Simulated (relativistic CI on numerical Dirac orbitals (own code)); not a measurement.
Fe⁷⁺ (3d) in a crystal field

Calculated by Dirac-Coulomb-Breit CI, orbitals from a KLI potential per configuration, a model potential for QED, one configuration in a parametric crystal field, unscaled Slater integrals (own radial code).

Field parameters in Wybourne normalisation: Oh B⁴₀ = 21Dq, B⁴₄ = √(5/14) B⁴₀. The field is a parameter set, without covalency.

S is read from ⟨S²⟩ = S(S + 1).

Powder χT (cm³ K mol⁻¹) by Van Vleck's formula, with temperature-independent terms:

```tsv
Field	2 K	5 K	10 K	20 K	50 K	100 K	200 K	300 K
Oh, 10Dq = 5900 cm⁻¹	0.0343	0.0355	0.0377	0.0419	0.0545	0.0756	0.118	0.16
Oh, 10Dq = 10600 cm⁻¹	0.0128	0.0141	0.0164	0.0209	0.0345	0.0571	0.102	0.148
Oh, 10Dq = 15300 cm⁻¹	0.00689	0.00828	0.0106	0.0152	0.0291	0.0523	0.0986	0.145
Oh, 10Dq = 20000 cm⁻¹	0.00451	0.00591	0.00826	0.0129	0.027	0.0504	0.0973	0.144
Oh, 10Dq = 24700 cm⁻¹	0.00332	0.00473	0.00709	0.0118	0.026	0.0496	0.0968	0.144
Oh, 10Dq = 29400 cm⁻¹	0.00264	0.00406	0.00643	0.0112	0.0254	0.0491	0.0966	0.144
Oh, 10Dq = 34100 cm⁻¹	0.00221	0.00364	0.00602	0.0108	0.0251	0.0489	0.0965	0.144
Oh, 10Dq = 38800 cm⁻¹	0.00193	0.00336	0.00575	0.0105	0.0248	0.0487	0.0964	0.144
```

(1) For Oh, 10Dq = 15300 cm⁻¹: what effective moment follows at 300 K?

## Answers

(1) μ_eff = √(8χT) = 1.08 μB. The ground level has S = 0.50; the spin-only moment for S = 1/2 is 1.73 μB. The difference comes from the orbital moment, spin-orbit mixing of terms and temperature-independent paramagnetism, all larger in this ionic model than in covalent complexes.
